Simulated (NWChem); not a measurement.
System: SrO; SMILES [O]=[Sr]

NWChem input:

```
start job
memory heap 200 mb stack 900 mb global 1100 mb
geometry units angstroms
  Sr     0.000000     0.000000    -0.303743
  O      0.000000     0.000000     1.608586
end
basis spherical
  * library def2-svpd
end
ecp
  Sr library def2-ecp
end
dft
  xc hfexch
  iterations 150
end
driver
  maxiter 120
end
task dft optimize
dft
  grid fine
  convergence energy 1d-8 density 1d-7
end
task dft freq numerical
```

def2 effective core potentials on Sr; no spin-orbit coupling.

The level has its own optimisation; frequencies are unscaled.

Task: What results follow from this input? (Hartree-Fock/def2-SVPD with def2 effective core potentials on Sr.) Quantities: basis functions; r O–Sr (Å); highest harmonic frequency (cm⁻¹); zero-point energy (kcal/mol).

Result: 
| Quantity | Value |
|---|---|
| number of basis functions | 49 |
| r O–Sr (Å) | 1.968 |
| highest harmonic frequency (cm⁻¹) | 729 |
| zero-point energy (kcal/mol) | 1.0 |
